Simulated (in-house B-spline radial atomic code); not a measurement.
Spin-orbit splittings of orbital energies (j = l + 1/2 less j = l - 1/2) and ratios of mean radii (lower j over upper j) along the 18-electron series, configuration [Ne] 3s2 3p6. Computed with a radial B-spline atomic code at the basis-set limit: Dirac-Hartree-Fock, average of the configuration, finite nuclei.

| ion | Z | splitting of 3p (eV) | radius ratio of 3p | splitting of 2p (eV) | radius ratio of 2p |
| --- | --- | --- | --- | --- | --- |
| Ar | 18 | 0.20594 | 0.99414 | 2.3103 | 0.99391 |
| K+ | 19 | ? | ? | ? | ? |
| Ca2+ | 20 | 0.42198 | 0.99444 | 3.7873 | 0.99257 |
| Sc3+ | 21 | ? | ? | ? | ? |
| Ti4+ | 22 | 0.77194 | 0.99395 | 5.8951 | 0.99107 |
| V5+ | 23 | 1.0092 | 0.9936 | 7.2359 | 0.99027 |
| Cr6+ | 24 | 1.2953 | 0.99321 | 8.7972 | 0.98943 |
| Mn7+ | 25 | ? | ? | ? | ? |
| Fe8+ | 26 | 2.0392 | 0.9923 | 12.678 | 0.98762 |
| Co9+ | 27 | 2.5103 | 0.9918 | 15.048 | 0.98666 |

Question: Fill in the row of K+.

Answer: splitting of 3p (eV): 0.29926; radius ratio of 3p: 0.99448; splitting of 2p (eV): 2.9793; radius ratio of 2p: 0.99326.

Question: Fill in the row of Sc3+.

Answer: splitting of 3p (eV): 0.57797; radius ratio of 3p: 0.99424; splitting of 2p (eV): 4.7526; radius ratio of 2p: 0.99184.

Question: Fill in the row of Mn7+.

Answer: splitting of 3p (eV): 1.6365; radius ratio of 3p: 0.99277; splitting of 2p (eV): 10.603; radius ratio of 2p: 0.98854.

Question: With what power of Z does the column «splitting of 2p (eV)» change over this range?

Answer: A fit of the logarithm of its size against log Z from Z = 18 to 27 has slope 4.62. An unscreened hydrogenic electron would give 4 at low Z; screening makes the apparent power larger near the neutral end, and relativity raises it again at high Z.
